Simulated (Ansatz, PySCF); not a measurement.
Spin gap between two states, R1 and P1; the higher of the two is an excited state, each structure at its B3LYP-D3(BJ)/def2-TZVP stationary point, reached from a drawn start (curvature not checked).
R1, SiH2 (SMILES [SiH2]) (charge 0, multiplicity 1):
```xyz
3

Si     0.000     0.000    -0.709
H      1.091     0.000     0.354
H     -1.091     0.000     0.354
```
P1, SiH2 (SMILES [SiH2]) (charge 0, multiplicity 3):
```xyz
3

Si     0.000     0.000    -0.507
H      1.276     0.000     0.253
H     -1.276     0.000     0.253
```

P less R. No zero-point or thermal terms; singlets are restricted closed shells; open shells are unrestricted.

Correlated levels freeze the cores. CBS: X⁻³ extrapolation of the correlation energy, Hartree–Fock from the larger set.

Programs: Ansatz (Gaussian basis) for Hartree–Fock, density functionals and correlated methods; PySCF for M06-2X and the D3/D4 terms. No computed number here is a measurement.

```csv
level,spin gap (kcal/mol)
PBE-D4/def2-TZVPP,16.16
r2SCAN-D3(BJ)/def2-TZVPP,10.77
r2SCAN-D4/def2-TZVPP,10.77
B3LYP-D4/def2-TZVPP,20.50
M06-2X/def2-TZVPP,19.00
B2PLYP-D3(BJ)/def2-TZVPP,19.86
CCSD/cc-pV(T+d)Z,19.79
CCSD/cc-pV(Q+d)Z,19.88
"CCSD(T)/CBS(cc-pV(T+d)Z, cc-pV(Q+d)Z)",…
```

### Question
Fill in the missing entries.

### Answer

- CCSD(T)/CBS(cc-pV(T+d)Z, cc-pV(Q+d)Z), spin gap (kcal/mol): 20.48

Ansatz is a program for electronic structure.
